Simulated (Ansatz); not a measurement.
Adding an electron: [Yb(NH3)6]3+ (YbN₆H₁₈³⁺). Charge 3, multiplicity 2. Geometry: PBE-D4/def2-SVP. Ansatz, gas phase; energy differences of separate SCF runs; the reduced species is a singlet (the triplet lies 2.72 eV higher at PBE0-D4/def2-TZVP).

Cartesian coordinates in Å:
```
Yb -0.001 0.001 0.000
N 0.280 0.351 2.430
H -0.188 1.195 2.812
H 1.258 0.450 2.761
H -0.095 -0.416 3.021
N -0.321 -0.377 -2.422
H 0.251 -1.142 -2.829
H -0.090 0.440 -3.020
H -1.287 -0.620 -2.713
N -0.005 2.464 -0.202
H -0.906 2.932 0.013
H 0.226 2.819 -1.151
H 0.673 2.959 0.408
N 0.046 -2.464 0.170
H -0.749 -2.952 -0.286
H 0.026 -2.830 1.143
H 0.879 -2.928 -0.241
N -2.462 0.140 0.164
H -2.813 0.534 1.058
H -2.955 -0.771 0.098
H -2.936 0.720 -0.555
N 2.463 -0.115 -0.142
H 2.829 -0.401 -1.070
H 2.927 -0.773 0.512
H 2.951 0.784 0.038
```

In the def2 sets Yb takes a core potential; there is no spin–orbit coupling. With an open 4f shell the SCF may have ended on a state above the lowest. No other spin state of charge 3 was run.

```csv
level,−HOMO (eV),−LUMO (eV),vertical EA (eV),HOMO–LUMO gap (eV),remarks
PBE-D4/def2-TZVP,19.43,19.01,14.16,0.42,"restricted, untested (+2 singlet)"
BLYP-D4/def2-TZVP,19.45,18.87,14.01,0.59,"restricted, untested (+2 singlet)"
PBE0-D4/def2-TZVP,21.48,16.06,13.41,5.42,–
```

  HOMO and LUMO are the levels of the spin that leaves or enters (xTB has no such levels and no spin-polarisation term). Other spin states of the ions may lie lower, which would lower the ionisation energy or raise the affinity.
